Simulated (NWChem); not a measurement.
WH₆O₃; SMILES [OH][WH3]([OH])[OH]

```xyz
10

W      0.0002    -0.0002     0.0703
O     -1.7802     0.4064    -0.4098
H     -2.5515     0.5877     0.1361
O      1.2411     1.3398    -0.4100
H      1.7755     1.9252     0.1354
O      0.5382    -1.7454    -0.4101
H      0.7660    -2.5050     0.1348
H     -0.6886    -0.7448     1.4095
H     -0.3006     0.9688     1.4094
H      0.9891    -0.2240     1.4097
```
Atoms are numbered in this order, from 1.

Computed with NWChem. Geometry: optimised at PBE0/def2-SVP. Not confirmed as a minimum by frequencies. def2 effective core potentials on W; no spin-orbit coupling. Total energies compare along this basis series because the functional is fixed.

| level | basis functions | energy (Ha) | highest occupied level (eV) | orbital gap (eV) | dipole (D) |
|---|---|---|---|---|---|
| Hartree-Fock/def2-SVP | 104 | -294.2825 | -11.21 | 13.28 | 0.98 |
| Hartree-Fock/def2-TZVP | 169 | -294.5952 | -11.13 | 13.30 | 0.98 |
| Hartree-Fock/def2-TZVPD | 217 | -294.5987 | -11.12 | 12.57 | 0.91 |
| Hartree-Fock/def2-TZVPP | 233 | -294.6069 | -11.09 | 13.25 | [?] |

Fill in the missing entries.


- Hartree-Fock/def2-TZVPP, dipole (D): 0.83
